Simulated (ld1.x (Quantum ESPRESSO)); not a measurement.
**Logarithmic derivatives: Sb (Z = 51), ultrasoft**

```
Element                 : Sb (Z = 51)
Generator               : ld1.x (Quantum ESPRESSO) 7.5
Type                    : ultrasoft
Functional              : PBE
Relativity              : fully relativistic
Frozen core             : [Kr] 4d10
Valence charge          : 5
Reference configuration : 5s2 5p3
Partial waves           : 5s (bound): rcut 1.55, rcutus 2.10 bohr; 5s channel at 0.55 Ry: rcut 1.55, rcutus 2.10 bohr; 5p (bound): rcut 2.35, rcutus 2.70 bohr; 5p channel at 0.55 Ry: rcut 2.35, rcutus 2.70 bohr
Local potential         : all-electron potential smoothed inside 2.65 bohr (lloc = -1)
Core correction         : none
Augmentation charge     : PSQ, inside the norm-conserving radii
```

Open shells are filled in proportion to 2j + 1 (rel_dist='average').

The phase is arctan(r·u′/u) with u = r·R(r), unwrapped; energies in Ry, scanned from -3 to 5 Ry. A pole is an energy at which the radial function vanishes at the test radius. The pseudo phase is shifted by a multiple of π to meet the all-electron one at the reference energy, and phase errors are pseudo minus all-electron; the curves can meet again beyond the range given. Levels narrower than the energy grid can be missing from the lists of poles.

Task: For each channel, where are the poles, and over which energies does the pseudopotential scatter like the atom?

Result:

```csv
channel,radius (bohr),reference energy (Ry),"poles, all-electron","poles, pseudo",unbroken range about the reference energy with phases within 0.05 rad,phase error 1 Ry above the reference energy (rad)
s,2.96,-0.94,-0.33,-0.33,the whole range,-0.000
p1/2,2.96,-0.39,0.63,0.63,below 2.8,-0.000
p3/2,2.96,-0.34,0.79,0.79,below 2.9,-0.000
```

Phases in the s channel:

| E (Ry) | all-electron | pseudo |
| --- | --- | --- |
| -3.00 | 1.326 | 1.326 |
| -2.76 | 1.307 | 1.307 |
| -2.52 | 1.282 | 1.282 |
| -2.28 | 1.248 | 1.248 |
| -2.04 | 1.198 | 1.198 |
| -1.80 | 1.114 | 1.114 |
| -1.56 | 0.945 | 0.945 |
| -1.32 | 0.476 | 0.475 |
| -1.08 | -0.660 | -0.661 |
| -0.84 | -1.256 | -1.256 |
| -0.60 | -1.460 | -1.460 |
| -0.36 | -1.560 | -1.560 |
| -0.12 | -1.624 | -1.624 |
| 0.12 | -1.672 | -1.672 |
| 0.36 | -1.714 | -1.714 |
| 0.60 | -1.756 | -1.756 |
| 0.84 | -1.800 | -1.800 |
| 1.08 | -1.853 | -1.853 |
| 1.32 | -1.921 | -1.921 |
| 1.56 | -2.019 | -2.020 |
| 1.80 | -2.175 | -2.176 |
| 2.04 | -2.456 | -2.458 |
| 2.28 | -2.970 | -2.977 |
| 2.52 | -3.610 | -3.619 |
| 2.76 | -4.032 | -4.039 |
| 3.00 | -4.256 | -4.262 |
| 3.24 | -4.385 | -4.389 |
| 3.48 | -4.466 | -4.470 |
| 3.72 | -4.522 | -4.526 |
| 3.96 | -4.564 | -4.568 |
| 4.20 | -4.596 | -4.601 |
| 4.44 | -4.622 | -4.627 |
| 4.68 | -4.644 | -4.649 |
| 4.92 | -4.662 | -4.669 |
